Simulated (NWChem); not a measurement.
Species: CH$_{3}$FHfS; SMILES [CH3][Hf]([F])=[S]

Computed with NWChem. Coordinates come from a PBE0/def2-SVP optimisation. def2 effective core potentials on Hf; no spin-orbit coupling. Level PBE/def2-SVP: energy and gradient on several grids; changes count from the extra-fine grid, which is no exact limit either.

Which is the coarsest grid (coarse; xfine; xcoarse; fine; medium) from which on the energy stays within 100 μHa and each gradient component within 200 μHa/bohr of xfine?

medium.
```json
[
 {"grid": "xcoarse", "size of the energy change (μHa)": "3000", "largest change of a gradient component (μHa/bohr)": "800", "time, medium = 1 (rough)": "about 1"},
 {"grid": "coarse", "size of the energy change (μHa)": "40", "largest change of a gradient component (μHa/bohr)": "400", "time, medium = 1 (rough)": "about 1"},
 {"grid": "medium", "size of the energy change (μHa)": "< 10", "largest change of a gradient component (μHa/bohr)": "< 30", "time, medium = 1 (rough)": "about 1"},
 {"grid": "fine", "size of the energy change (μHa)": "< 10", "largest change of a gradient component (μHa/bohr)": "< 30", "time, medium = 1 (rough)": "3"},
 {"grid": "xfine", "size of the energy change (μHa)": "< 10", "largest change of a gradient component (μHa/bohr)": "< 30", "time, medium = 1 (rough)": "2"}
]
```
